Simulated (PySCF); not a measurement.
Question: What does the PBE0-D3(BJ)/def2-SVP structure of `c1c(c(Br)ccc1)F` look like in three dimensions?

Answer: 
```
atom  x, y, z in Å
F1     0.3929   -2.7395    0.3050
C2    -0.2656   -1.6037    0.1268
C3    -1.6506   -1.6291    0.0172
C4    -2.3477   -0.4377   -0.1662
C5    -1.6579    0.7718   -0.2395
C6    -0.2690    0.7914   -0.1316
C7     0.4344   -0.3981    0.0520
Br8    2.3059   -0.4038    0.2007
H9    -2.1599   -2.5928    0.0791
H10   -3.4362   -0.4571   -0.2513
H11   -2.2003    1.7087   -0.3814
H12    0.2837    1.7308   -0.1871
```

Orientation and origin are arbitrary. Atoms count from 1 in this order. The 6-membered ring C2–C3–C4–C5–C6–C7 has internal angles of 119.4° to 120.8° (sum 720°, against 720° for a flat polygon); it is planar, 0.00 Å rms from its mean plane, widest ring torsion 0°. The 8 heavy atoms lie in one plane (0.001 Å rms).

Bonds between heavy atoms (Å): F1–C2 1.325, C2–C3 1.390, C3–C4 1.392, C4–C5 1.394, C5–C6 1.393, C6–C7 1.394, C7–Br8 1.877, C2–C7 1.396.

Computed, not measured: PySCF 2.14.0, PBE0-D3(BJ)/def2-SVP geometry optimisation, gas phase.

Point group: Cs (tolerance 0.08 Å). Not checked by PBE0-D3(BJ)/def2-SVP frequencies.
